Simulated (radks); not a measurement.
Spherical quantum dot in the effective-mass picture: electrons in a hard-walled sphere of radius 5.61, all in effective atomic units (hartree* = m*/eps^2 hartree, bohr* = eps/m* bohr), one dielectric constant everywhere. Calculated with a radial shooting solver with Libxc functionals: non-relativistic Kohn-Sham, PBEsol, spin-polarised, spherical densities. Levels are named by radial order and angular momentum (1s, 1p, 1d, 2s, ...), and open shells are averaged over m. Results are scaled to m* = 0.271 and eps = 15.1, for which hartree* = 32.34 meV and bohr* = 2.949 nm.

N = 17, configuration 1s2 1p6 1d(up 5, down 4). This is the lowest configuration that the search found. Occupied levels:

level    occupation  eigenvalue (meV)  <r> (nm)
1s up             1            125.97     11.44
1s down           1            126.25     11.43
1p up             3            128.47     11.76
1p down           3            128.76     11.76
1d up             5            132.93     12.08
1d down           4            133.23     12.07

Energy (meV): total 1197.94, kinetic 282.86, external 0, Hartree 1070.1, exchange-correlation -155.00.

Electron density:

r (nm)  n(r) (e/nm^3)
0.483      0.00003265
1.72       0.00004301
2.95       0.00007163
4.18        0.0001317
5.42        0.0002449
6.65        0.0004362
7.89        0.0007266
9.12         0.001106
10.4         0.001500
11.6         0.001738
12.8         0.001601
14.1         0.001018
15.3        0.0003026
16.5        3.306e-07
